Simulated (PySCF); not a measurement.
**Excitation energy of F²⁺ by level of theory**

F²⁺ [He] 2s2 2p3 (4S) → F²⁺ [He] 2s1 2p4 (4P), as a difference of total energies. All numbers are calculated (PySCF 2.14, scalar relativity by spin-free X2C-1e, in x2c-TZVPPall with one added diffuse shell each of s, p, d type (6s4p3d1f, 40 functions)). Correlated levels: valence: 1s2 frozen; valence and next inner shell: nothing frozen. The calculations carry no spin-orbit coupling.

| method | excitation energy (eV) |
| --- | --- |
| UHF | 18.927 |
| LDA | 18.123 |
| PBE | 17.832 |
| PBE0 | 18.188 |
| r2SCAN | 17.831 |
| M06-L | 18.108 |
| BHandHLYP | 18.669 |
| B97-3 | 18.672 |
| TPSSh | 18.182 |
| MP2 (valence) | 18.972 |
| SCS-MP2 (valence) | 18.982 |
| MP2 (valence and next inner shell) | 18.949 |
| SCS-MP2 (valence and next inner shell) | 18.970 |

Problem. How much does correlation contribute at MP2 (valence and next inner shell)?

Solution. 18.949 − (18.927) = 0.022 eV, measured against UHF.

A first-order spin-orbit estimate (lowest level to lowest level, LS coupling) adds -0.024 eV.
